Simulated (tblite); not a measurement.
C5H8OSi.
SMILES with atom numbers: `[CH2:1]=[CH:2][CH2:3][C:4]([SiH3:5])=[C:6]=[O:7]` (hydrogens: H8, H9 on C1; H10 on C2; H11, H12 on C3; H13, H14, H15 on Si5)

Structure used (GFN2-xTB), in Å, numbered top down from 1:
```xyz
15
C5H8OSi angstrom
C     -1.5915    0.5141    1.7387
C     -1.3994    0.4338    0.4356
C     -0.2429    1.0540   -0.2852
C      0.5862   -0.0102   -0.9710
Si     1.5753   -1.1980    0.1106
C      0.5950   -0.2262   -2.2419
O      0.6826   -0.4743   -3.3794
H     -0.9159    1.0596    2.3775
H     -2.4339    0.0504    2.2231
H     -2.0869   -0.1202   -0.1904
H     -0.6170    1.7592   -1.0327
H      0.3837    1.6002    0.4231
H      0.6557   -2.0443    0.8766
H      2.3642   -0.3721    1.0297
H      2.4402   -2.0179   -0.7335
```

All values are computed: GFN2-xTB (tblite) harmonic vibrations without scaling, gas phase. Against measured fundamentals such values can be off by several per cent, at times by over 20. Modes of hydrogen on silicon can be 10 to 20 % off. One conformer, not necessarily the lowest.

Harmonic wavenumbers (cm⁻¹): 26.9, 56.4, 84.8, 118.0, 150.0, 221.3, 354.9, 405.0, 437.2, 523.1, 544.5, 551.5, 592.5, 702.3, 765.1, 787.0, 796.7, 893.0, 900.8, 959.5, 1019.2, 1048.5, 1125.5, 1196.4, 1265.5, 1301.1, 1397.0, 1414.3, 1464.6, 1714.3, 2238.1, 2240.8, 2255.1, 2293.7, 2950.6, 2969.1, 3057.3, 3097.7, 3125.1.

A = 2945, B = 1427, C = 1044 MHz; mass 112.034 u (most abundant isotopes); point group C1, symmetry number 1.

Zero-point energy?

½Σν̃ = 23522 cm⁻¹ = 67.25 kcal/mol.

Entropy at 298.15 K, 1 bar (ideal gas, RRHO, classical rotation)?

Translation 40.08, rotation 28.68, vibration 28.98: S = 97.7 cal/(mol K).

And Cp and H(298.15 K) − H(0)?

Cp = 34.57 cal/(mol K), of which vibrations give 26.62 (their classical limit is 39 R = 77.5); H(298.15 K) − H(0) = 6.57 kcal/mol without the zero-point energy, 4.20 from vibrations.

Blend soft modes into free rotors: weight 1/[1 + (100 cm⁻¹/ν̃)⁴] for the oscillator and the rest for a rotor with moment μB/(μ + B), μ = h/(8π²ν), B = 10⁻⁴⁴ kg m². What vibrational entropy results?

25.38 cal/(mol K) in place of 28.98, which changes −T·S at 298.15 K by +1.07 kcal/mol.

How do the functions run with temperature in this model?

```csv
T (K),S (cal/(mol K)),Cp (cal/(mol K)),H − H(0) (kcal/mol),G − H(0) (kcal/mol),ln q(vib)
150,78.7,22.1,2.37,-9.44,3.82
250,92.0,30.6,5.00,-18.00,6.33
400,109.0,42.1,10.49,-33.11,9.87
600,128.3,53.2,20.09,-56.89,14.31
900,152.1,63.9,37.80,-99.08,20.38
```

q(vib) and H(0) count from the zero-point level.

What must be added to the electronic energy to get the Gibbs energy at 298.15 K and 1 bar?

ZPE + [H(298.15 K) − H(0)] − T·S = 67.25 + 6.57 − 29.14 = 44.68 kcal/mol.

Hindered rotation and anharmonicity are outside this model. Other conformers, if any are populated, would add a mixing term that is left out. The structure is chiral; the term R ln 2 for an equal mix with its mirror image is left out.
